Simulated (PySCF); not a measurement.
Sn(OH)(SiH3)3, SMILES [OH][Sn]([SiH3])([SiH3])[SiH3] (H10OSi3Sn), GFN2-xTB optimised geometry.

```
15

O      0.32     1.90     1.68
Sn     0.22     0.75     0.00
Si     1.53     2.23    -1.67
Si     1.26    -1.46     0.83
Si    -2.34     0.75     0.00
H      1.17     2.13     2.02
H      2.91     2.43    -1.23
H      0.91     3.54    -1.82
H      1.57     1.59    -2.98
H      0.45    -2.04     1.90
H      1.31    -2.43    -0.26
H      2.63    -1.30     1.34
H     -2.91     2.09     0.00
H     -2.85     0.01     1.16
H     -2.83     0.05    -1.20
```

Density from PBE0/def2-TZVP, def2 effective core potentials past Kr (PySCF) at that geometry. The core electrons that the potentials of Sn replace are not part of the density.

Minimum of the electron density along straight lines between bonded atoms, close to the bond critical point (lines longer than 1.1 times the sum of covalent radii, or with two minima, are not listed):

| bond | length / Å | ρ at the minimum / e bohr⁻³ | ∇²ρ there / e bohr⁻⁵ | position (fraction from the first atom) |
|---|---|---|---|---|
| O1–Sn2 | 2.038 | (withheld) | 0.38 | 0.49 |
| Sn2–Si3 | 2.588 | 0.073 | -0.06 | 0.51 |
| Sn2–Si4 | 2.582 | 0.073 | -0.06 | 0.51 |
| Sn2–Si5 | 2.561 | 0.076 | (withheld) | 0.52 |
| O1–H6 | 0.952 | 0.368 | (withheld) | 0.80 |
| Si3–H7 | 1.464 | 0.123 | 0.20 | 0.49 |
| Si3–H8 | 1.461 | 0.124 | 0.20 | 0.49 |
| Si3–H9 | 1.461 | 0.123 | 0.21 | 0.49 |
| Si4–H10 | 1.462 | 0.124 | 0.20 | 0.49 |
| Si4–H11 | 1.462 | 0.123 | 0.21 | 0.49 |
| Si4–H12 | 1.463 | 0.123 | 0.20 | 0.49 |
| Si5–H13 | 1.458 | 0.124 | 0.19 | 0.50 |
| Si5–H14 | 1.461 | 0.124 | 0.20 | 0.49 |
| Si5–H15 | 1.467 | 0.122 | 0.19 | 0.49 |

Problem. Complete the blanks.

Solution. 
- O1–Sn2, ρ at the minimum / e bohr⁻³: 0.103
- Sn2–Si5, ∇²ρ there / e bohr⁻⁵: -0.07
- O1–H6, ∇²ρ there / e bohr⁻⁵: -2.48
